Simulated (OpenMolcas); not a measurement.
Ta3+: ligand-field states by method

Ta3+ with its 6 nearest fluoride ions at 1.998 Å, on the Ga site of K2NaGaF6 (a = 8.246 Å, distance in the model lattice 1.938 Å). The rest of the host is ab initio model potentials to 7.6 Å, with orthogonalisation functions on the cations behind the ligands, and point charges beyond; the distance is set by hand and nothing relaxes. Ligand basis ANO-RCC-VDZP.

```yaml
Program: OpenMolcas 26.06
Basis: ANO-RCC-VTZP [8s7p5d3f2g1h]
Scalar_Hamiltonian: DKH2, point nucleus
Active_space: 2 electrons in 5 orbitals (5d)
State_averaging: 2S+1 = 3 even, 10 roots; 2S+1 = 1 even, 15 roots
Spin-orbit_coupling: RASSI with atomic mean-field integrals over the reference wave functions
```

I. CASSCF
II. SS-CASPT2, IPEA 0.25 Eh, imaginary shift 0.1 Eh (the lowest 17 gerade and 18 ungerade orbitals frozen, chosen by energy and not by shell, so the metal 5p can be frozen and 4f correlated)

Spin-free states (labels of O, the rotations of Oh) in cm-1, each column counted from its own energy of the first state listed:

```json
{"State": "3T1", "Degeneracy": "3", "I": "0", "II": "0"}
{"State": "1E", "Degeneracy": "2", "I": "9278", "II": "7710"}
{"State": "1T2", "Degeneracy": "3", "I": "9569", "II": "7660"}
{"State": "1A1", "Degeneracy": "1", "I": "22015", "II": "17620"}
{"State": "3T2", "Degeneracy": "3", "I": "36225", "II": "35460"}
{"State": "3T1", "Degeneracy": "3", "I": "44510", "II": "41900"}
{"State": "1T2", "Degeneracy": "3", "I": "46974", "II": "43480"}
{"State": "1T1", "Degeneracy": "3", "I": "49070", "II": "46190"}
{"State": "3A2", "Degeneracy": "1", "I": "74213", "II": "72440"}
{"State": "1E", "Degeneracy": "2", "I": "85076", "II": "80380"}
{"State": "1A1", "Degeneracy": "1", "I": "96798", "II": "89240"}
```

From I to II, I's first state of the same spin (3T2) moves from 36225 to 35460 cm-1, by about -760 cm-1.

From I to II, I's first state of another spin (1E) moves from 9278 to 7710 cm-1, by about -1600 cm-1. In II another state of that kind comes below it.

I: A least-squares ligand-field fit to the states below 45000 cm-1, each weighted by its degeneracy and with a free common offset, gives 10Dq = 37837 cm-1, B = 661 cm-1 and C = 2607 cm-1 (C/B = 3.94), with an rms deviation of 72 cm-1. The same method and metal basis give the free ion B = 731 cm-1 (fit to its terms below 60000 cm-1, rms deviation 32 cm-1), so the nephelauxetic ratio is β = 661 / 731 = 0.90; it hangs on how both fits weigh the states, and computed free-ion B values tend to be too large, so β mixes covalency with correlation.

II: A least-squares ligand-field fit to the states below 45000 cm-1, each weighted by its degeneracy and with a free common offset, gives 10Dq = 36461 cm-1, B = 527 cm-1 and C = 2020 cm-1 (C/B = 3.83), with an rms deviation of 138 cm-1. 

From I to II, 10Dq changes by -4 %, B by -20 % and C by -23 %.

χT at 300 K: I 0.18, II 0.17 cm3 K/mol.

The states above are spin-free; spin-orbit coupling is strong here and shifts and splits them by thousands of cm-1.

Roots that are degenerate in the reference are averaged as groups; the widest CASPT2 spread within a group is 260 cm-1 (the 3-fold group of multiplicity 1 near 43500 cm-1 above the lowest state of its run, II). Shifts and gaps below about the spread of the groups concerned are not significant. Over all roots computed the reference weight is 0.74 to 0.75 in II; a low but even weight reflects the number of correlated electrons. An orbital triplet at a regular site is open to Jahn-Teller coupling, which can distort the site and quench the lowest spin-orbit gaps and is left out. The least metal-like active orbital is 79 % on the metal (Löwdin) and no ligand orbital is active, so the numbers are rough. Ligand-to-metal charge-transfer states are missing. With no ligand orbital active B as a rule stays too high, so bands that hang on it stand too high and its fall with covalency is understated. Without dynamic correlation the repulsion within the d shell is too large (B by tens of per cent), so at a given field states of lower spin stand too high (holds for I). With metal d orbitals alone the field can be off either way by tens of per cent (holds for I). With one d shell and no ligand orbital active, 10Dq can be off by a tenth or more (holds for II). No measured value stands beside these numbers; the geometry was set by hand and not optimised.
